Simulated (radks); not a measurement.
Spherical jellium clusters: N electrons in a uniform positive sphere of charge N and radius rs N^(1/3), rs = 2.99 bohr. Method: non-relativistic Kohn-Sham, LDA (Slater exchange, Perdew-Wang correlation), spin-polarised, spherical densities; computed with a radial shooting solver with Libxc functionals. Levels are named by radial order and angular momentum (1s, 1p, 1d, 2s, ...), and open shells are averaged over m. Each electron was tried in the lowest free levels, single moves between levels near the top were tried too, and the lowest total energy was kept; such a search can miss a lower state. Energies include the self-energy of the background; IP and EA are vertical (highest electron removed, lowest free level filled), at fixed background; spill-out counts the electrons outside the background radius R, and alpha is the static dipole polarisability from linear response (closed shells only). A dash means not computed or, for alpha, an open shell; in EA it means that no bound solution was reached, which is typical of self-interaction and does not show that the anion is unstable. Real open-shell clusters deform, which this model forbids.

| N | open shells | 2S | E/N (eV) | E(N+1) + E(N-1) - 2E(N) (eV) | IP (eV) | EA (eV) | -e(HOMO) (eV) | alpha/R^3 |
|---|---|---|---|---|---|---|---|---|
| 1 | 1s(up 1, down 0) | 1 | -0.839 | - | - | - | 3.573 | - |
| 2 | none | 0 | -1.489 | 1.737 | 6.558 | - | 3.991 | 1.936 |
| 3 | 1p(up 1, down 0) | 1 | -1.127 | -0.850 | 4.317 | - | 2.319 | - |
| 4 | 1p(up 2, down 0) | 2 | -1.158 | -0.685 | 5.148 | - | 3.065 | - |
| 5 | 1p(up 3, down 0) | 3 | -1.314 | 0.334 | 5.645 | - | 3.568 | - |
| 6 | 1p(up 3, down 1) | 2 | -1.362 | -0.555 | 5.125 | - | 3.251 | - |
| 7 | 1p(up 3, down 2) | 1 | -1.476 | -0.416 | 5.573 | 1.926 | 3.688 | - |
| 8 | none | 0 | -1.613 | 1.978 | 5.875 | - | 4.007 | 1.626 |
| 9 | 1d(up 1, down 0) | 1 | -1.500 | -0.380 | 3.793 | - | 2.156 | - |
| 10 | 1d(up 2, down 0) | 2 | -1.448 | -0.342 | 4.187 | - | 2.548 | - |
| 11 | 1d(up 3, down 0) | 3 | -1.436 | -0.303 | 4.499 | - | 2.868 | - |
| 12 | 1d(up 4, down 0) | 4 | -1.451 | -0.266 | 4.754 | 1.596 | 3.134 | - |
| 13 | 1d(up 5, down 0) | 5 | -1.485 | 0.427 | 4.965 | - | 3.360 | - |
| 14 | 1d(up 5, down 0) 2s(up 1, down 0) | 6 | -1.483 | -0.265 | 4.481 | 1.493 | 2.996 | - |
| 15 | 1d(up 5, down 2) | 3 | -1.499 | -0.244 | 4.719 | 1.745 | 3.201 | - |
| 16 | 1d(up 5, down 3) | 2 | -1.529 | -0.211 | 4.920 | 1.961 | 3.412 | - |
| 17 | 1d(up 5, down 4) | 1 | -1.567 | -0.186 | 5.091 | 2.151 | 3.594 | - |
| 18 | none | 0 | -1.611 | 0.257 | 5.236 | 1.968 | 3.753 | 1.476 |
| 19 | 2s(up 1, down 0) | 1 | -1.638 | 0.215 | 4.940 | 1.853 | 3.503 | - |
| 20 | none | 0 | -1.651 | 0.991 | 4.739 | - | 3.352 | 1.524 |
| 21 | 1f(up 1, down 0) | 1 | -1.615 | -0.194 | 3.786 | - | 2.422 | - |
| 22 | 1f(up 2, down 0) | 2 | -1.592 | -0.180 | 3.964 | - | 2.607 | - |
| 23 | 1f(up 3, down 0) | 3 | -1.578 | -0.167 | 4.122 | 1.465 | 2.773 | - |
| 24 | 1f(up 4, down 0) | 4 | -1.572 | -0.155 | 4.264 | 1.621 | 2.923 | - |
| 25 | 1f(up 5, down 0) | 5 | -1.574 | -0.144 | 4.393 | 1.764 | 3.060 | - |
| 26 | 1f(up 6, down 0) | 6 | -1.580 | -0.134 | 4.509 | 1.895 | 3.185 | - |
| 27 | 1f(up 7, down 0) | 7 | -1.591 | 0.394 | 4.615 | 1.512 | 3.299 | - |
| 28 | 1f(up 7, down 1) | 6 | -1.587 | -0.146 | 4.193 | 1.666 | 2.913 | - |
| 29 | 1f(up 7, down 2) | 5 | -1.589 | -0.135 | 4.322 | 1.806 | 3.049 | - |
| 30 | 1f(up 7, down 3) | 4 | -1.595 | -0.126 | 4.438 | 1.935 | 3.172 | - |
| 31 | 1f(up 7, down 4) | 3 | -1.604 | -0.117 | 4.545 | 2.054 | 3.286 | - |
| 32 | 1f(up 7, down 5) | 2 | -1.617 | - | 4.642 | 2.165 | 3.390 | - |

All shells are closed at N = 2, 8, 18, 20 (there: 1s2 1p6 1d10 2s2); the second difference of the energy has clear peaks (12 % above both neighbours; the first and last values, which can be the largest, are not judged, and half-filled shells can peak too) at N = 5, 8, 13, 18, 20, 27.
